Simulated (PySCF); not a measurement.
**`C(=C(/C(=C)F)F)/C`, C$_{5}$H$_{6}$F$_{2}$**

Molfile (atoms numbered from 1):
```
C5H6F2
     RDKit          3D

 13 12  0  0  0  0  0  0  0  0999 V2000
   -2.2563    1.0673   -0.4305 C   0  0  0  0  0  0  0  0  0  0  0  0
   -1.0910    0.4183   -0.4476 C   0  0  0  0  0  0  0  0  0  0  0  0
   -0.7099   -0.2480   -1.5408 F   0  0  0  0  0  0  0  0  0  0  0  0
   -0.1437    0.3623    0.6665 C   0  0  0  0  0  0  0  0  0  0  0  0
   -0.6000    1.0535    1.7235 F   0  0  0  0  0  0  0  0  0  0  0  0
    1.0427   -0.2501    0.7737 C   0  0  0  0  0  0  0  0  0  0  0  0
    1.7852   -1.0710   -0.2229 C   0  0  0  0  0  0  0  0  0  0  0  0
   -2.5592    1.6117    0.4615 H   0  0  0  0  0  0  0  0  0  0  0  0
   -2.9023    1.0536   -1.3089 H   0  0  0  0  0  0  0  0  0  0  0  0
    1.5196   -0.1077    1.7501 H   0  0  0  0  0  0  0  0  0  0  0  0
    2.7718   -0.6209   -0.4235 H   0  0  0  0  0  0  0  0  0  0  0  0
    1.9818   -2.0767    0.1841 H   0  0  0  0  0  0  0  0  0  0  0  0
    1.2550   -1.1793   -1.1738 H   0  0  0  0  0  0  0  0  0  0  0  0
  1  2  2  0
  2  3  1  0
  2  4  1  0
  4  5  1  0
  4  6  2  0
  6  7  1  0
  1  8  1  0
  1  9  1  0
  6 10  1  0
  7 11  1  0
  7 12  1  0
  7 13  1  0
M  END
```

Computed, not measured: quadratic response CAM-B3LYP/def2-TZVPD first hyperpolarisability, Taylor convention, gas phase in PySCF. Geometry: PBE0-D3(BJ)/def2-SVP.

(1) Give the tensor of the static β(0;0,0) in the axes of these coordinates.

## Answers

(1) In au, Taylor convention; rows are the first index (the induced dipole):
|  | xx | yy | zz | xy | xz | yz |
| --- | --- | --- | --- | --- | --- | --- |
| x | +104.6 | +21.5 | +14.1 | -30.5 | +25.5 | -13.6 |
| y | -30.5 | -23.1 | -8.1 | +21.5 | -13.6 | +8.9 |
| z | +25.5 | +8.9 | +2.4 | -13.6 | +14.1 | -8.1 |

Norm of βᵢ = ⅓ Σⱼ (βᵢⱼⱼ + βⱼᵢⱼ + βⱼⱼᵢ): 157.5 au, hyper-Rayleigh value 61.4 au.
